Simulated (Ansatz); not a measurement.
Ansatz (a quantum-chemistry and plane-wave program) input file for germyloxygermane (Ge2H6O), SMILES [GeH3][O][GeH3], PBE0-D3(BJ)/def2-SVP. 

Ansatz 0.2 input:
```yaml
crystal:
  periodic: [false, false, false]
  atoms:
    - {symbol: Ge, position_ang: [1.66650964, 0.00016455, 0.04365227]}
    - {symbol: O, position_ang: [-0.00000001, -0.00000000, -0.46159044]}
    - {symbol: Ge, position_ang: [-1.66650964, -0.00016455, 0.04365227]}
    - {symbol: H, position_ang: [2.39204116, 0.37152209, -1.21019150]}
    - {symbol: H, position_ang: [2.00073800, -1.38455734, 0.51835396]}
    - {symbol: H, position_ang: [1.85718950, 1.00833286, 1.14132658]}
    - {symbol: H, position_ang: [-2.00073801, 1.38455733, 0.51835394]}
    - {symbol: H, position_ang: [-2.39204116, -0.37152210, -1.21019150]}
    - {symbol: H, position_ang: [-1.85718951, -1.00833285, 1.14132659]}
basis:
  gaussian:
    orbitals: def2-SVP
hamiltonian:
  xc: pbe0
  dispersion: d3bj
relax: {f_tol: 0.002, max_steps: 200}
```

Log of the run:

```
[...]
relax step   6: F+E_penalty+E_count = -115149.38427097 eV  Δ(F+E_penalty+E_count) = -4.011e-3 eV  max|allowed force component| = 1.443e-1 eV/Å  Δτ_max = 0.0878 Å  (25 SCF iters, accepted)
these checks for a lower state are left out or cut short: starts, cluster_reference, orbital_swaps, neighbouring_geometries, increment
integrals: 0.06 GiB planned
1154 factors; integrals over basis functions are off by at most 3.2e-4 eV
mean field: 0.59 GiB planned
mean field -115149.24269312 eV, -4231.6566180120 hartree, gradient 8.1e-5 eV, S^2 0.000000; 0 other end points of the search recorded, 0 dependent functions left out
the calculation of the forces begins
reference -115149.24272372 eV, -4231.6566191367 hartree; 39, 39 occupied and 69, 69 virtual orbitals, 1154 factors
relax step   7: F+E_penalty+E_count = -115149.38367193 eV  Δ(F+E_penalty+E_count) = +5.990e-4 eV  max|allowed force component| = 8.174e-2 eV/Å  Δτ_max = 0.0439 Å  (25 SCF iters, rejected (line search))
these checks for a lower state are left out or cut short: starts, cluster_reference, orbital_swaps, neighbouring_geometries, increment
integrals: 0.06 GiB planned
1154 factors; integrals over basis functions are off by at most 3.1e-4 eV
mean field: 0.59 GiB planned
mean field evaluation 64: about -115149.2452 eV, gradient 8.2e-5 eV
mean field -115149.24518172 eV, -4231.6567094667 hartree, gradient 8.2e-5 eV, S^2 0.000000; 0 other end points of the search recorded, 0 dependent functions left out
the calculation of the forces begins
reference -115149.24521236 eV, -4231.6567105925 hartree; 39, 39 occupied and 69, 69 virtual orbitals, 1154 factors
relax step   8: F+E_penalty+E_count = -115149.38558899 eV  Δ(F+E_penalty+E_count) = -1.318e-3 eV  max|allowed force component| = 1.632e-2 eV/Å  Δτ_max = 0.0217 Å  (25 SCF iters, accepted)
these checks for a lower state are left out or cut short: starts, cluster_reference, orbital_swaps, neighbouring_geometries, increment
integrals: 0.06 GiB planned
1154 factors; integrals over basis functions are off by at most 3.1e-4 eV
mean field: 0.59 GiB planned
mean field -115149.24617162 eV, -4231.6567458447 hartree, gradient 8.2e-5 eV, S^2 0.000000; 0 other end points of the search recorded, 0 dependent functions left out
the calculation of the forces begins
reference -115149.24620228 eV, -4231.6567469713 hartree; 39, 39 occupied and 69, 69 virtual orbitals, 1154 factors
relax step   9: F+E_penalty+E_count = -115149.38648374 eV  Δ(F+E_penalty+E_count) = -8.947e-4 eV  max|allowed force component| = 7.767e-3 eV/Å  Δτ_max = 0.0422 Å  (25 SCF iters, accepted)
these checks for a lower state are left out or cut short: starts, cluster_reference, orbital_swaps, neighbouring_geometries, increment
integrals: 0.06 GiB planned
1154 factors; integrals over basis functions are off by at most 3.1e-4 eV
mean field: 0.59 GiB planned
mean field -115149.24726352 eV, -4231.6567859711 hartree, gradient 8.4e-5 eV, S^2 0.000000; 0 other end points of the search recorded, 0 dependent functions left out
the calculation of the forces begins
reference -115149.24729430 eV, -4231.6567871022 hartree; 39, 39 occupied and 69, 69 virtual orbitals, 1154 factors
relax step  10: F+E_penalty+E_count = -115149.38759387 eV  Δ(F+E_penalty+E_count) = -1.110e-3 eV  max|allowed force component| = 2.585e-2 eV/Å  Δτ_max = 0.0733 Å  (25 SCF iters, accepted)
these checks for a lower state are left out or cut short: starts, cluster_reference, orbital_swaps, neighbouring_geometries, increment
integrals: 0.06 GiB planned
1154 factors; integrals over basis functions are off by at most 3.1e-4 eV
mean field: 0.59 GiB planned
mean field -115149.24755281 eV, -4231.6567966026 hartree, gradient 8.4e-5 eV, S^2 0.000000; 0 other end points of the search recorded, 0 dependent functions left out
the calculation of the forces begins
reference -115149.24758385 eV, -4231.6567977433 hartree; 39, 39 occupied and 69, 69 virtual orbitals, 1154 factors
relax step  11: F+E_penalty+E_count = -115149.38780304 eV  Δ(F+E_penalty+E_count) = -2.092e-4 eV  max|allowed force component| = 6.586e-2 eV/Å  Δτ_max = 0.0826 Å  (24 SCF iters, accepted)
these checks for a lower state are left out or cut short: starts, cluster_reference, orbital_swaps, neighbouring_geometries, increment
integrals: 0.06 GiB planned
1154 factors; integrals over basis functions are off by at most 3.1e-4 eV
mean field: 0.59 GiB planned
mean field -115149.24815311 eV, -4231.6568186632 hartree, gradient 1.8e-5 eV, S^2 0.000000; 0 other end points of the search recorded, 0 dependent functions left out
the calculation of the forces begins
reference -115149.24818412 eV, -4231.6568198025 hartree; 39, 39 occupied and 69, 69 virtual orbitals, 1154 factors
relax step  12: F+E_penalty+E_count = -115149.38843096 eV  Δ(F+E_penalty+E_count) = -6.279e-4 eV  max|allowed force component| = 3.117e-2 eV/Å  Δτ_max = 0.0102 Å  (23 SCF iters, accepted)
these checks for a lower state are left out or cut short: starts, cluster_reference, orbital_swaps, neighbouring_geometries, increment
integrals: 0.06 GiB planned
1154 factors; integrals over basis functions are off by at most 3.1e-4 eV
mean field: 0.59 GiB planned
mean field -115149.24850312 eV, -4231.6568315259 hartree, gradient 8.3e-5 eV, S^2 0.000000; 0 other end points of the search recorded, 0 dependent functions left out
the calculation of the forces begins
reference -115149.24853419 eV, -4231.6568326675 hartree; 39, 39 occupied and 69, 69 virtual orbitals, 1154 factors
relax step  13: F+E_penalty+E_count = -115149.38882948 eV  Δ(F+E_penalty+E_count) = -3.985e-4 eV  max|allowed force component| = 1.552e-3 eV/Å  Δτ_max = 0.0189 Å  (25 SCF iters, accepted)
these checks for a lower state are left out or cut short: starts, cluster_reference, orbital_swaps, neighbouring_geometries, increment
integrals: 0.06 GiB planned
1154 factors; integrals over basis functions are off by at most 3.1e-4 eV
mean field: 0.59 GiB planned
mean field evaluation 96: about -115149.2301 eV, gradient 1.4e0 eV
mean field -115149.24877015 eV, -4231.6568413389 hartree, gradient 8.3e-5 eV, S^2 0.000000; 0 other end points of the search recorded, 0 dependent functions left out
the calculation of the forces begins
reference -115149.24880134 eV, -4231.6568424852 hartree; 39, 39 occupied and 69, 69 virtual orbitals, 1154 factors
relax step  14: F+E_penalty+E_count = -115149.38909528 eV  Δ(F+E_penalty+E_count) = -2.658e-4 eV  max|allowed force component| = 1.034e-2 eV/Å  Δτ_max = 0.0415 Å  (25 SCF iters, accepted)
these checks for a lower state are left out or cut short: starts, cluster_reference, orbital_swaps, neighbouring_geometries, increment
integrals: 0.06 GiB planned
1154 factors; integrals over basis functions are off by at most 3.2e-4 eV
mean field: 0.59 GiB planned
mean field -115149.24878725 eV, -4231.6568419674 hartree, gradient 7.9e-5 eV, S^2 0.000000; 0 other end points of the search recorded, 0 dependent functions left out
the calculation of the forces begins
reference -115149.24881856 eV, -4231.6568431179 hartree; 39, 39 occupied and 69, 69 virtual orbitals, 1154 factors
relax step  15: F+E_penalty+E_count = -115149.38904691 eV  Δ(F+E_penalty+E_count) = +4.837e-5 eV  max|allowed force component| = 3.576e-2 eV/Å  Δτ_max = 0.0905 Å  (24 SCF iters, rejected (line search))
these checks for a lower state are left out or cut short: starts, cluster_reference, orbital_swaps, neighbouring_geometries, increment
integrals: 0.06 GiB planned
1154 factors; integrals over basis functions are off by at most 3.2e-4 eV
mean field: 0.59 GiB planned
mean field -115149.24896725 eV, -4231.6568485821 hartree, gradient 8.3e-5 eV, S^2 0.000000; 0 other end points of the search recorded, 0 dependent functions left out
the calculation of the forces begins
reference -115149.24899853 eV, -4231.6568497317 hartree; 39, 39 occupied and 69, 69 virtual orbitals, 1154 factors
relax step  16: F+E_penalty+E_count = -115149.38927360 eV  Δ(F+E_penalty+E_count) = -1.783e-4 eV  max|allowed force component| = 8.252e-3 eV/Å  Δτ_max = 0.0441 Å  (24 SCF iters, accepted)
these checks for a lower state are left out or cut short: starts, cluster_reference, orbital_swaps, neighbouring_geometries, increment
integrals: 0.06 GiB planned
1154 factors; integrals over basis functions are off by at most 3.2e-4 eV
mean field: 0.59 GiB planned
mean field -115149.24895734 eV, -4231.6568482179 hartree, gradient 8.3e-5 eV, S^2 0.000000; 0 other end points of the search recorded, 0 dependent functions left out
the calculation of the forces begins
reference -115149.24898864 eV, -4231.6568493683 hartree; 39, 39 occupied and 69, 69 virtual orbitals, 1154 factors
relax step  17: F+E_penalty+E_count = -115149.38929280 eV  Δ(F+E_penalty+E_count) = -1.920e-5 eV  max|allowed force component| = 1.048e-2 eV/Å  Δτ_max = 0.0345 Å  (25 SCF iters, accepted)
these checks for a lower state are left out or cut short: starts, cluster_reference, orbital_swaps, neighbouring_geometries, increment
integrals: 0.06 GiB planned
1154 factors; integrals over basis functions are off by at most 3.2e-4 eV
mean field: 0.59 GiB planned
mean field -115149.24900167 eV, -4231.6568498470 hartree, gradient 1.3e-5 eV, S^2 0.000000; 0 other end points of the search recorded, 0 dependent functions left out
the calculation of the forces begins
reference -115149.24903297 eV, -4231.6568509974 hartree; 39, 39 occupied and 69, 69 virtual orbitals, 1154 factors
relax step  18: F+E_penalty+E_count = -115149.38932874 eV  Δ(F+E_penalty+E_count) = -3.595e-5 eV  max|allowed force component| = 2.447e-3 eV/Å  Δτ_max = 0.0071 Å  (23 SCF iters, accepted)
these checks for a lower state are left out or cut short: starts, cluster_reference, orbital_swaps, neighbouring_geometries, increment
integrals: 0.06 GiB planned
1154 factors; integrals over basis functions are off by at most 3.2e-4 eV
mean field: 0.59 GiB planned
mean field evaluation 128: about -115149.2490 eV, gradient 3.0e-2 eV
mean field -115149.24899092 eV, -4231.6568494520 hartree, gradient 2.1e-5 eV, S^2 0.000000; 0 other end points of the search recorded, 0 dependent functions left out
the calculation of the forces begins
reference -115149.24902222 eV, -4231.6568506023 hartree; 39, 39 occupied and 69, 69 virtual orbitals, 1154 factors
relax step  19: F+E_penalty+E_count = -115149.38933030 eV  Δ(F+E_penalty+E_count) = -1.553e-6 eV  max|allowed force component| = 1.023e-3 eV/Å  Δτ_max = 0.0007 Å  (18 SCF iters, accepted)
integrals: 0.06 GiB planned
1154 factors; integrals over basis functions are off by at most 3.2e-4 eV
mean field: 0.59 GiB planned
mean field -115149.24899092 eV, -4231.6568494520 hartree, gradient 2.1e-5 eV, S^2 0.000000; 1 other end points of the search recorded, 0 dependent functions left out
the calculation of the forces begins
reference -115149.24902222 eV, -4231.6568506023 hartree; 39, 39 occupied and 69, 69 virtual orbitals, 1154 factors
Total energy: -115149.38936160 eV, -4231.6620079793 hartree
Atom 0 at     1.607332     0.052860     0.011719 Å, force    -0.001023     0.000229    -0.000593 eV/Å
Atom 1 at    -0.000000    -0.000000    -0.742989 Å, force     0.000000     0.000000    -0.000158 eV/Å
Atom 2 at    -1.607332    -0.052860     0.011719 Å, force     0.001023    -0.000229    -0.000593 eV/Å
Atom 3 at     2.613655     0.087916    -1.147017 Å, force     0.000081    -0.000591     0.000500 eV/Å
Atom 4 at     1.804479    -1.205445     0.883325 Å, force     0.000324     0.000733    -0.000405 eV/Å
Atom 5 at     1.720200     1.319749     0.885813 Å, force     0.000246    -0.000151     0.000577 eV/Å
Atom 6 at    -1.804479     1.205445     0.883325 Å, force    -0.000324    -0.000733    -0.000405 eV/Å
Atom 7 at    -2.613655    -0.087916    -1.147017 Å, force    -0.000081     0.000591     0.000500 eV/Å
Atom 8 at    -1.720200    -1.319749     0.885813 Å, force    -0.000246     0.000151     0.000577 eV/Å
Dipole moment:    -0.000000    -0.000000     0.198889 e Å
```

The run converged.

Cost: very roughly 110 core-seconds.
